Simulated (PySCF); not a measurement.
Br2Sn, singlet, geometry from GFN2-xTB of the parent state (such geometries of metal compounds can be far from the true shape) (core potentials on Sn); PBE/def2-SV(P) (PySCF).

The PySCF input:
```python
from pyscf import gto, scf, dft

mol = gto.Mole()
mol.atom = '''
    Sn   -0.022441   -0.002041    0.974744
    Br    1.102044    1.796524   -0.667484
    Br   -1.069985   -1.793608   -0.725007
'''
mol.basis = 'def2-sv(p)'
mol.ecp = {'Sn': 'def2-sv(p)'}
mol.charge = 0
mol.spin = 0
mol.verbose = 4
mol.build()

mf = dft.RKS(mol)
mf.xc = 'pbe'
mf.kernel()
```

What the program printed (banner, timings and long lists left out):

```
PySCF version 2.14.0

[INPUT] verbose = 4
[INPUT] num. atoms = 3
[INPUT] num. electrons = 92
[INPUT] charge = 0
[INPUT] spin (= nelec alpha-beta = 2S) = 0
[INPUT] symmetry False subgroup None
[INPUT] Mole.unit = angstrom
[INPUT] Symbol           X                Y                Z      unit          X                Y                Z       unit  Magmom
[INPUT]  1 Sn    -0.022441000000  -0.002041000000   0.974744000000 AA   -0.042407343961  -0.003856931020   1.841999201563 Bohr   0.0
[INPUT]  2 Br     1.102044000000   1.796524000000  -0.667484000000 AA    2.082561337220   3.394938336208  -1.261361952529 Bohr   0.0
[INPUT]  3 Br    -1.069985000000  -1.793608000000  -0.725007000000 AA   -2.021978607393  -3.389427894829  -1.370064668393 Bohr   0.0

nuclear repulsion = 458.261899421051
number of shells = 34
number of NR pGTOs = 209
number of NR cGTOs = 90
basis = def2-sv(p)
ecp = {'Sn': 'def2-sv(p)'}

******** <class 'pyscf.dft.rks.RKS'> ********
method = RKS
initial guess = minao
damping factor = 0
level_shift factor = 0
DIIS = <class 'pyscf.scf.diis.CDIIS'>
diis_start_cycle = 1
diis_space = 8
diis_damp = 0
SCF conv_tol = 1e-09
SCF conv_tol_grad = None
SCF max_cycles = 50
direct_scf = True
direct_scf_tol = 1e-13
XC library pyscf.dft.libxc version 7.1.2
    S. Lehtola, C. Steigemann, M. J. T. Oliveira, and M. A. L. Marques,  SoftwareX 7, 1–5 (2018)
XC functionals = pbe
    J. P. Perdew, K. Burke, and M. Ernzerhof,  Phys. Rev. Lett. 77, 3865 (1996)
    J. P. Perdew, K. Burke, and M. Ernzerhof,  Phys. Rev. Lett. 78, 1396 (1997)
    J. P. Perdew, K. Burke, and M. Ernzerhof,  Phys. Rev. Lett. 77, 3865 (1996)
    J. P. Perdew, K. Burke, and M. Ernzerhof,  Phys. Rev. Lett. 78, 1396 (1997)
radial grids:
    Treutler-Ahlrichs [JCP 102, 346 (1995); DOI:10.1063/1.469408] (M4) radial grids

becke partition: Becke, JCP 88, 2547 (1988); DOI:10.1063/1.454033
pruning grids: <function nwchem_prune>
grids dens level: 3
symmetrized grids: False
atomic radii adjust function: <function treutler_atomic_radii_adjust>
small_rho_cutoff = 0
Set gradient conv threshold to 3.16228e-05
Initial guess from minao.
tot grids = 62808
init E= -5336.79344414119
  HOMO = -0.587419017394813  LUMO = -0.580672731371796  gap/eV = 0.18358
cycle= 1 E= -5357.22911580898  delta_E= -20.4  |g|= 3.45  |ddm|= 7.96
  HOMO = 0.171141461962265  LUMO = 0.180918935749258  gap/eV = 0.26606
cycle= 2 E= -5292.29968247905  delta_E= 64.9  |g|= 8.42  |ddm|= 21.5
  HOMO = -0.233978600421891  LUMO = -0.16714361579541  gap/eV = 1.81867
cycle= 3 E= -5361.14848101941  delta_E= -68.8  |g|= 0.998  |ddm|= 20.8
  HOMO = -0.171389558283142  LUMO = -0.16205775300038  gap/eV = 0.25393
cycle= 4 E= -5359.1044204882  delta_E= 2.04  |g|= 2.16  |ddm|=  2.9
  HOMO = -0.223120663425121  LUMO = -0.197147321515167  gap/eV = 0.70677
cycle= 5 E= -5360.66489283763  delta_E= -1.56  |g|= 1.25  |ddm|= 1.63
  HOMO = -0.21943295921992  LUMO = -0.190919288112146  gap/eV = 0.77590
cycle= 6 E= -5360.86032513868  delta_E= -0.195  |g|= 1.06  |ddm|= 0.35
  HOMO = -0.206420223356698  LUMO = -0.179885036481334  gap/eV = 0.72206
cycle= 7 E= -5360.4307131957  delta_E= 0.43  |g|= 1.47  |ddm|= 1.52
  HOMO = -0.248114312546093  LUMO = -0.193340024925142  gap/eV = 1.49048
cycle= 8 E= -5361.18934395528  delta_E= -0.759  |g|= 0.592  |ddm|= 1.56
  HOMO = -0.243755181594419  LUMO = -0.159160502555935  gap/eV = 2.30194
cycle= 9 E= -5361.32358608782  delta_E= -0.134  |g|= 0.0967  |ddm|= 0.794
  HOMO = -0.245936134536162  LUMO = -0.145608025838143  gap/eV = 2.73007
cycle= 10 E= -5361.3233689599  delta_E= 0.000217  |g|= 0.0808  |ddm|= 0.277
  HOMO = -0.242539444987227  LUMO = -0.149310749578838  gap/eV = 2.53688
cycle= 11 E= -5361.32627856941  delta_E= -0.00291  |g|= 0.00797  |ddm|= 0.131
  HOMO = -0.242981134528276  LUMO = -0.150798239756703  gap/eV = 2.50842
cycle= 12 E= -5361.3262883241  delta_E= -9.75e-06  |g|= 0.00522  |ddm|= 0.0239
  HOMO = -0.243165139083213  LUMO = -0.150541082440995  gap/eV = 2.52043
cycle= 13 E= -5361.32630241262  delta_E= -1.41e-05  |g|= 0.000553  |ddm|= 0.00904
  HOMO = -0.243180457338385  LUMO = -0.150509288949323  gap/eV = 2.52171
cycle= 14 E= -5361.32630253985  delta_E= -1.27e-07  |g|= 0.000144  |ddm|= 0.00102
  HOMO = -0.243177616698967  LUMO = -0.150502221833605  gap/eV = 2.52183
cycle= 15 E= -5361.32630254784  delta_E= -7.99e-09  |g|= 2.85e-05  |ddm|= 0.000213
  HOMO = -0.243178298858332  LUMO = -0.150502802128976  gap/eV = 2.52183
cycle= 16 E= -5361.3263025479  delta_E= -6.37e-11  |g|= 2.22e-05  |ddm|= 7.9e-05
  HOMO = -0.243176929174172  LUMO = -0.150504818003931  gap/eV = 2.52174
Extra cycle  E= -5361.32630254672  delta_E= 1.18e-09  |g|= 5.75e-05  |ddm|= 0.000142
converged SCF energy = -5361.32630254672
```
